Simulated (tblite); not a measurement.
Compound: CH10FNSi3.
Atom-mapped SMILES: `[F:1][SiH2:2][N:3]([SiH3:4])[CH2:5][SiH3:6]` (hydrogens: H7, H8 on Si2; H9, H10, H11 on Si4; H12, H13 on C5; H14, H15, H16 on Si6)

Structure used (GFN2-xTB), in Å, numbered top down from 1:
```
atom  x, y, z in Å
F1    -0.3048   -2.1822   -1.7362
Si2   -1.2422   -1.3667   -0.7119
N3    -0.4737    0.1508   -0.4364
Si4   -1.3078    1.5446    0.1747
C5     0.9870    0.2056   -0.4652
Si6    1.8506   -0.2803    1.1639
H7    -2.4949   -1.1515   -1.4097
H8    -1.3038   -2.2352    0.4580
H9    -2.7068    1.3798   -0.2036
H10   -1.1836    1.6471    1.6350
H11   -0.6935    2.7146   -0.4569
H12    1.2849    1.2202   -0.7457
H13    1.3404   -0.4514   -1.2638
H14    1.4144    0.6078    2.2440
H15    1.5341   -1.6672    1.5090
H16    3.2920   -0.1270    0.9514
```

All values are computed: GFN2-xTB (tblite) harmonic vibrations without scaling, gas phase. This tight-binding method is rough: wavenumbers can miss measured ones by several per cent, in bad cases by 10 to 20. Modes of hydrogen on silicon can be 10 to 20 % off. One conformer, not necessarily the lowest.

Harmonic wavenumbers (cm⁻¹): 29.0, 45.8, 75.8, 109.0, 140.6, 178.0, 235.3, 296.7, 320.3, 497.6, 509.6, 536.1, 558.9, 580.1, 590.4, 637.6, 733.7, 738.5, 750.9, 759.5, 773.4, 779.4, 788.5, 790.9, 800.1, 818.4, 827.6, 996.9, 1140.1, 1247.7, 1280.0, 1482.5, 2198.4, 2242.5, 2256.4, 2258.4, 2265.7, 2292.7, 2296.2, 2372.6, 2921.1, 2948.5.

A = 1777, B = 1484, C = 913.6 MHz; mass 139.011 u (most abundant isotopes); point group C1, symmetry number 1.

Zero-point energy?

½Σν̃ = 22051 cm⁻¹ = 63.05 kcal/mol.

What is S at 298.15 K and 1 bar for an ideal gas of classical rigid rotors and harmonic oscillators?

Translation 40.73, rotation 29.28, vibration 34.36: S = 104.4 cal/(mol K).

And Cp and H(298.15 K) − H(0)?

Cp = 41.21 cal/(mol K), of which vibrations give 33.26 (their classical limit is 42 R = 83.5); H(298.15 K) − H(0) = 7.48 kcal/mol without the zero-point energy, 5.11 from vibrations.

Blend soft modes into free rotors: weight 1/[1 + (100 cm⁻¹/ν̃)⁴] for the oscillator and the rest for a rotor with moment μB/(μ + B), μ = h/(8π²ν), B = 10⁻⁴⁴ kg m². What vibrational entropy results?

30.35 cal/(mol K) in place of 34.36, which changes −T·S at 298.15 K by +1.20 kcal/mol.

What must be added to the electronic energy to get the Gibbs energy at 298.15 K and 1 bar?

ZPE + [H(298.15 K) − H(0)] − T·S = 63.05 + 7.48 − 31.12 = 39.41 kcal/mol.

Hindered rotation and anharmonicity are outside this model. Other conformers, if any are populated, would add a mixing term that is left out. The structure is chiral; the term R ln 2 for an equal mix with its mirror image is left out.

Time: 0.94 s wall. Hardware: one thread, Arm Neoverse N1 (aarch64), shared host. The figure is for the frequency step alone.
